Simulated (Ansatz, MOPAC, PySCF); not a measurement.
Species: HI (charge 0, singlet). SMILES: I
Geometry: optimised at B3LYP-D3(BJ)/def2-TZVP (Ansatz, a program for electronic structure).

Unscaled harmonic wavenumbers (cm⁻¹) in rising order, each level at the stationary point that it reaches from this structure (no distance between atoms moves by over 0.3 Å); the order of modes can differ between levels, and a negative number is imaginary. B3LYP-D3(BJ)/def2-TZVP (PySCF, at the structure above): 2300.

PM6 (MOPAC): 2099. Zero-point energy 3.0 against 3.3 kcal/mol; where all levels lie over 400 cm⁻¹, the wavenumbers are on average 0.913 times those of B3LYP-D3(BJ)/def2-TZVP.

PM7 (MOPAC): 2597. Zero-point energy 3.7 against 3.3 kcal/mol; where all levels lie over 400 cm⁻¹, the wavenumbers are on average 1.129 times those of B3LYP-D3(BJ)/def2-TZVP.

HF/6-31G* with LANL2DZ past Ar (Ansatz): 2304. Zero-point energy 3.3 against 3.3 kcal/mol; where all levels lie over 400 cm⁻¹, the wavenumbers are on average 1.002 times those of B3LYP-D3(BJ)/def2-TZVP.

B3LYP/6-31G* with LANL2DZ past Ar (Ansatz): 2167. Zero-point energy 3.1 against 3.3 kcal/mol; where all levels lie over 400 cm⁻¹, the wavenumbers are on average 0.942 times those of B3LYP-D3(BJ)/def2-TZVP.
